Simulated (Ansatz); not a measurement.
Conformers of C2H8OSSn (`C[O][SnH]([CH3])[SH]`), each relaxed with PBE0-D4/def2-TZVP in Ansatz. CBS adds the triple-zeta coupled-cluster correction to the MP2 limit.

Elements past krypton have def2 core potentials. Outer-core shells of Sn are correlated without core-valence functions. Spin–orbit coupling is left out.

Not all of them had a frequency check.

Conformer A:

Cartesian coordinates in Å:
```
C -1.345 1.534 0.267
O -1.494 0.142 0.370
Sn 0.090 -1.022 0.291
C 1.073 -0.758 -1.578
S 1.628 -0.285 1.986
H -2.324 1.997 0.426
H -0.654 1.939 1.018
H -0.988 1.846 -0.726
H -0.558 -2.555 0.646
H 0.374 -0.959 -2.390
H 1.920 -1.440 -1.651
H 1.432 0.268 -1.655
H 0.846 -0.705 2.995
```

Conformer B:

```xyz
13

C    -2.239    0.005   -0.115
O    -1.062    0.604   -0.588
Sn    0.665   -0.310   -0.336
C     1.588    0.408    1.439
S     2.028    0.367   -2.182
H    -3.094    0.517   -0.567
H    -2.340    0.089    0.977
H    -2.314   -1.060   -0.377
H     0.291   -1.982   -0.390
H     0.973    0.151    2.302
H     2.577   -0.036    1.554
H     1.680    1.492    1.372
H     1.248   -0.244   -3.089
```

(1) Which is lowest in electronic energy at CCSD(T)/CBS (frozen core, def2 sets), and by how much? (Estimate.)

(2) Give the energies relative to A (kJ/mol) with PBE0-D4/def2-TZVPP, B3LYP-D4/def2-TZVPP, PBE/def2-TZVPP, r2SCAN/def2-TZVPP, SCS-MP2/def2-TZVPP, HF/def2-QZVPP, CCSD/CBS(def2). (Estimate.)

Results:

(1) The calculation gave: A; B lies 6.8 kJ/mol higher.

(2) The calculation gave: 
| level | B |
| --- | --- |
| PBE0-D4/def2-TZVPP | 6.8 |
| B3LYP-D4/def2-TZVPP | 7.1 |
| PBE/def2-TZVPP | 6.1 |
| r2SCAN/def2-TZVPP | 6.7 |
| SCS-MP2/def2-TZVPP | 6.6 |
| HF/def2-QZVPP | 4.2 |
| CCSD/CBS(def2) | 6.4 |

B3LYP here is the variant with VWN-RPA as its local correlation; programs differ in this.
